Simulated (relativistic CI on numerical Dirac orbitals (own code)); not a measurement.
Calculated at this level of theory: Dirac-Coulomb-Breit CI, separate exchange-only KLI orbitals for each configuration, a model potential for QED, unscaled Slater integrals (own radial code, finite nucleus).

The strongest absorption lines from the ground level of an ion, among the configurations computed and to levels below about 2250 eV (vacuum wavelength in nm, gf): 0.55356 (0.051), 0.55547 (0.03), 0.63819 (0.11), 0.64264 (0.065), 0.89318 (0.36), 0.91077 (0.23), 7.8248 (0.42), 13.417 (0.12).

Task: Which ion is it?
A. Sb40+
B. Cd37+
C. Rh34+
D. Sb38+

Result: A. Sb40+ has 11 electrons and the ground level 3s 2S_1/2; the strongest line goes to 3p 2P°_3/2. The pattern of lines fixes the number of electrons, and along that sequence the line energies rise steadily with the charge (about as its square where n changes within one kind of shell, about linearly where n is kept but much faster in heavy ions where fine structure, which grows about as Z⁴, sets the gap, and irregularly where shells cross), which fixes Z. Configurations outside the model, such as inner-shell arrays, can give stronger lines. At this charge energies of transitions that change n are usually good to better than 1 %, and those within a shell (Δn = 0) to a few per cent.
